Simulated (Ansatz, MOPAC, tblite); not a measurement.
Potential energy surface of Li₂O, singlet: symmetric bend, bond length relaxed. Scanned: Li-O-Li angle. Other coordinates (O-Li bond length) were minimised at B3LYP/def2-TZVP.

- GFN2-xTB, 300 K electronic temperature (tblite)
- PM6, restricted, heats of formation (MOPAC)
- PM3, restricted, heats of formation (MOPAC)
- CCSD(T)/aug-cc-pVQZ = CCSD(T) on RHF/aug-cc-pVQZ, frozen core (Ansatz, a first-principles code)

Energies relative to the lowest point of each profile, in kJ/mol; the last columns give the difference from CCSD(T):

```tsv
a / °	GFN2-xTB	PM6	PM3	CCSD(T)/aug-cc-pVQZ	GFN2-xTB − CCSD(T)/aug-cc-pVQZ	PM6 − CCSD(T)/aug-cc-pVQZ	PM3 − CCSD(T)/aug-cc-pVQZ
180	0.0	0.0	0.0	0.0	0.0	0.0	0.0
167	0.9	0.5	0.8	0.6	0.4	-0.1	0.3
157	3.0	1.9	2.7	1.7	1.3	0.2	1.0
147	6.2	4.5	5.9	3.8	2.4	0.7	2.1
137	10.4	8.6	10.8	7.1	3.3	1.5	3.8
127	15.8	15.0	18.0	12.0	3.7	2.9	6.0
117	22.5	24.4	28.1	19.5	3.0	4.9	8.6
107	31.0	37.4	41.8	31.0	0.0	6.4	10.8
97	42.2	55.1	60.2	48.7	-6.5	6.3	11.4
87	58.2	78.5	84.1	76.0	-17.8	2.4	8.1
80	74.1	99.2	105.0	103.3	-29.1	-4.0	1.8
```

GFN2-xTB is furthest from CCSD(T)/aug-cc-pVQZ at 80 (-29.1 kJ/mol, below); its mean absolute difference over the points is 6.1 kJ/mol.

PM6 is furthest from CCSD(T)/aug-cc-pVQZ at 107 (6.4 kJ/mol, above); its mean absolute difference over the points is 2.7 kJ/mol.

PM3 is furthest from CCSD(T)/aug-cc-pVQZ at 97 (11.4 kJ/mol, above); its mean absolute difference over the points is 4.9 kJ/mol.
